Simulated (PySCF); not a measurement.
## Hf⁺ (hafnium, charge +1) across methods

[Xe] 4f14 5d2 6s1, 6s spin antiparallel (an excited configuration). Computed with PySCF 2.14 in x2c-TZVPPall, with scalar relativity by spin-free X2C-1e.

```
 method   E (hartree)  mean ε 4f β (eV)  mean ε 6s β (eV)  mean ε 5d α (eV)  Σ⟨r²⟩ (bohr²)   ⟨S²⟩
    LDA     -15068.42           -24.247           -11.123            -9.886          53.84  1.750
   PBE0     -15078.04           -27.631           -11.398           -11.003          53.93  1.751
 revPBE     -15078.69           -23.840           -10.731            -9.829          54.19  1.751
    PBE     -15078.27           -23.906           -10.827            -9.842          54.10  1.751
wB97M-V     -15077.40           -29.896           -13.275           -13.208          54.05  1.751
   BP86     -15080.22           -24.065           -11.055            -9.978          53.98  1.750
 r2SCAN     -15078.38           -24.063           -10.963           -10.152          53.94  1.752
    UHF  -15073.16166           -38.090           -12.437           -13.942          54.60  1.754
```

Spin-orbit coupling, absent here, splits the open shell strongly. With the s spin flipped the determinant is a mixture of two multiplicities, not a spectroscopic state.
